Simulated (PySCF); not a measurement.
C6H7F3.
Atom-mapped SMILES: `[F:1][CH2:2][C@@H:3]([F:4])[C:5]1=[CH:6][CH2:7][C@H:8]1[F:9]`

Structure used (GFN2-xTB), in Å, numbered top down from 1:
```
atom  x, y, z in Å
F1     2.8974    0.8843   -1.5091
C2     1.9781    0.7651   -0.5018
C3     1.1611   -0.5203   -0.6657
F4     1.8664   -1.5878   -0.1494
C5    -0.1523   -0.4180    0.0265
C6    -0.7232   -0.9840    1.0908
C7    -2.0027   -0.1980    0.9761
C8    -1.3682    0.4174   -0.2970
F9    -1.1864    1.7776   -0.2556
H10    1.3282    1.6431   -0.5539
H11    2.5276    0.7437    0.4437
H12    1.0257   -0.7270   -1.7375
H13   -0.4124   -1.7427    1.7827
H14   -2.1623    0.5320    1.7667
H15   -2.9128   -0.7721    0.8139
H16   -1.8716    0.1955   -1.2420
```

NICS = −σ at a ghost point: NICS(0) at the centroid of the ring atoms, NICS(1) 1 Å to either side along the normal of their mean plane, zz for the tensor component along that normal. Level: GIAO PBE0/pcSseg-1 (PySCF, non-relativistic, gas phase) on the GFN2-xTB geometry, one conformer.

Ring bond lengths (Å), with Mayer bond orders in brackets: C5–C6 1.334 (1.75), C6–C7 1.506 (1.04), C7–C8 1.550 (1.03), C8–C5 1.510 (0.98).

Problem. Give the NICS values of each ring in ppm.

Solution. 
```tsv
ring	type	NICS(0)	NICS(1), two faces	NICS(1)zz, two faces	rms pucker (Å)	centre to ring atoms, mean (Å)
C5–C6–C7–C8	4-membered carbocycle; formal bonds 1 double, 3 single	0.4	-4.2 / -1.4	-1.7 / 3.9	0.01	1.04
```

Problem. What do they say, and how far can they be read as aromaticity?

Solution. 
- C5–C6–C7–C8: mean NICS(1)zz 1.1 ppm, near zero. C7, C8 have four or more neighbours; no verdict on aromaticity is drawn. The two faces differ by 5.6 ppm, so no symmetry operation interchanges them.

Problem. What field does 11.7 T along the ring normal induce along that normal at the first NICS(1) probe listed for ring C5–C6–C7–C8, 1 Å off the ring?

Solution. NICSzz × B0 = -1.7 ppm × 11.7 T = -20 μT, against the applied field.

Problem. Give the inner angles of the rings and the Hirshfeld charges of the ring atoms.

Solution. 
- C5–C6–C7–C8: C5 93.5° (-0.021 e), C6 94.7° (-0.029 e), C7 85.5° (-0.079 e), C8 86.2° (+0.063 e); sum 359.9° against 360° for a flat convex ring.
